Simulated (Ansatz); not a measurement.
Program: Ansatz. Geometries: PBE0-D4/def2-TZVP. ΔE: electronic, gas phase. CCSD(T)/CBS is the MP2 limit (def2-TZVPP, def2-QZVPP) plus CCSD(T) − MP2 in def2-TZVPP, frozen cores. Functionals use def2-TZVPP. B3LYP here is the variant with VWN-RPA as its local correlation; programs differ in this. Each species was taken in one conformer, which may not be the lowest.

`[CH3][Al]([NH2])[SiH2][SiH3]` + `BB` → `[BH2][Al]([CH3])[NH2]` + `B[SiH2][SiH3]`  (redistribution)

| level | ΔE (kJ/mol) | difference from CCSD(T)/CBS |
| --- | --- | --- |
| PBE-D4 | 74.0 | 12.5 |
| r2SCAN-D4 | 73.4 | 11.9 |
| PBE0-D4 | 71.3 | 9.8 |
| B3LYP-D4 | 68.7 | 7.2 |
| ωB97X-V | 65.4 | 3.9 |
| ωB97M-V | 65.2 | 3.7 |
| B2PLYP | 64.6 | 3.1 |
| PBE | 72.6 | 11.1 |
| r2SCAN | 72.7 | 11.2 |
| PBE0 | 69.8 | 8.3 |
| B3LYP | 66.6 | 5.1 |
| HF/def2-TZVPP | 57.1 | -4.4 |
| MP2/def2-TZVPP | 62.6 | 1.1 |
| SCS-MP2/def2-TZVPP | 59.2 | -2.3 |
| CCSD/def2-TZVPP | 59.4 | -2.1 |
| CCSD(T)/def2-TZVPP | 60.5 | -1.0 |
| HF/def2-QZVPP | 56.9 | -4.6 |
| MP2/def2-QZVPP | 63.1 | 1.6 |
| SCS-MP2/def2-QZVPP | 59.7 | -1.8 |
| HF/CBS(def2) | 56.8 | -4.7 |
| MP2/CBS(def2) | 63.7 | 2.2 |
| CCSD/CBS(def2) | 60.4 | -1.1 |
| CCSD(T)/CBS | 61.5 | 0 |

Largest T1 diagnostic among the species: 0.014.

In def2-TZVPP, CCSD(T) changes the Hartree–Fock value by +3.4 kJ/mol (the triples alone add +1.1 kJ/mol) and MP2 by +5.5 kJ/mol.
